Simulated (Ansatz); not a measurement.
The inner images of a band of F$_{4}$H$_{4}$NSTa (11 atoms, charge 0, multiplicity 1) are given out of order.

Computed with Ansatz 0.2.0, RKS PBE-D4/def2-SVP.

Initial state:

```xyz
11
Properties=species:S:1:pos:R:3
Ta 0.121 0.018 0.164
N 2.094 0.385 0.082
H 2.653 0.752 0.860
H 2.708 0.139 -0.702
F 0.279 0.441 2.010
F 0.412 -0.921 -1.472
F -0.646 1.609 -0.481
F -1.514 -0.964 0.448
S 0.851 -2.551 1.227
H 0.672 -3.203 0.044
H 2.200 -2.483 1.043
```

Final state:

```xyz
11
Properties=species:S:1:pos:R:3
Ta -0.064 -0.448 0.317
N 2.265 -0.082 0.257
H 2.533 0.738 0.818
H 2.600 0.083 -0.703
F 0.195 0.126 2.109
F 0.306 -1.158 -1.412
F 0.097 1.351 -0.326
F -1.942 -0.541 0.258
S 0.543 -2.648 1.235
H 0.523 -3.304 0.041
H 2.775 -0.896 0.630
```

Task: Put them in order from the first end to the last, with their energies above the first end.
A.
```xyz
11
Properties=species:S:1:pos:R:3
Ta 0.021 -0.125 0.182
N 2.135 -0.030 0.239
H 2.644 0.484 0.969
H 2.714 -0.126 -0.603
F 0.216 0.389 1.995
F 0.383 -0.936 -1.497
F -0.504 1.557 -0.473
F -1.686 -0.919 0.370
S 0.946 -2.520 1.229
H 1.017 -3.145 0.021
H 1.944 -1.407 0.790
```
B.
```xyz
11
Properties=species:S:1:pos:R:3
Ta -0.096 -0.404 0.303
N 2.247 -0.107 0.258
H 2.609 0.648 0.857
H 2.655 0.005 -0.680
F 0.179 0.228 2.072
F 0.293 -1.084 -1.433
F -0.043 1.383 -0.372
F -1.960 -0.645 0.318
S 0.614 -2.588 1.230
H 0.744 -3.212 0.025
H 2.589 -1.000 0.645
```
C.
```xyz
11
Properties=species:S:1:pos:R:3
Ta 0.077 -0.017 0.165
N 2.089 0.217 0.119
H 2.658 0.573 0.897
H 2.693 -0.034 -0.672
F 0.254 0.376 2.015
F 0.353 -0.948 -1.475
F -0.562 1.633 -0.466
F -1.618 -0.881 0.410
S 0.883 -2.572 1.225
H 0.922 -3.177 0.005
H 2.081 -1.948 1.000
```
D.
```xyz
11
Properties=species:S:1:pos:R:3
Ta -0.059 -0.255 0.223
N 2.197 -0.120 0.283
H 2.644 0.506 0.966
H 2.721 -0.114 -0.601
F 0.202 0.390 1.985
F 0.383 -0.934 -1.495
F -0.440 1.484 -0.456
F -1.794 -0.927 0.360
S 0.825 -2.519 1.226
H 1.008 -3.148 0.030
H 2.143 -1.140 0.703
```
E.
```xyz
11
Properties=species:S:1:pos:R:3
Ta -0.099 -0.355 0.276
N 2.234 -0.114 0.262
H 2.658 0.567 0.905
H 2.709 -0.068 -0.649
F 0.202 0.333 2.018
F 0.331 -0.992 -1.464
F -0.259 1.420 -0.408
F -1.919 -0.798 0.361
S 0.693 -2.543 1.228
H 0.894 -3.165 0.032
H 2.386 -1.061 0.663
```

Result: C (+0.058 eV), A (+0.246 eV), D (-0.282 eV), E (-0.670 eV), B (-0.831 eV).

Run time: 3 min on 4 threads of Arm Neoverse V2, with other jobs on the host, peak memory 0.21 GiB.
